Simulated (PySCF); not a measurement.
# Radial density of Tc²⁺ (technetium, charge +2)

UHF, [Kr] 4d4 5s1, 5s spin antiparallel (an excited configuration). All numbers are calculated (PySCF 2.14, no relativity, point nucleus, in dyall-av2z).

| r (bohr) | 4πr²ρ (e/bohr) | 4πr²(ρα − ρβ) |
| --- | --- | --- |
| 0.000574 | 0.2191 | 0.0000 |
| 0.000966 | 0.5994 | -0.0001 |
| 0.00163 | 1.602 | -0.0003 |
| 0.00273 | 4.121 | -0.0008 |
| 0.00460 | 9.936 | -0.0020 |
| 0.00773 | 21.49 | -0.0043 |
| 0.0130 | 38.80 | -0.0073 |
| 0.0219 | 52.53 | -0.0083 |
| 0.0368 | 49.29 | -0.0048 |
| 0.0619 | 48.50 | -0.0006 |
| 0.104 | 66.69 | 0.0922 |
| 0.175 | 48.36 | 0.5094 |
| 0.295 | 50.24 | 0.6046 |
| 0.496 | 31.63 | -0.0341 |
| 0.834 | 12.06 | 1.5324 |
| 1.40 | 8.431 | 2.9830 |
| 2.36 | 1.484 | 0.3597 |
| 3.97 | 0.2320 | -0.1860 |
| 6.67 | 0.003285 | -0.0033 |

A non-relativistic calculation at this Z misses sizeable relativistic shifts. With the s spin flipped the determinant is a mixture of two multiplicities, not a spectroscopic state.
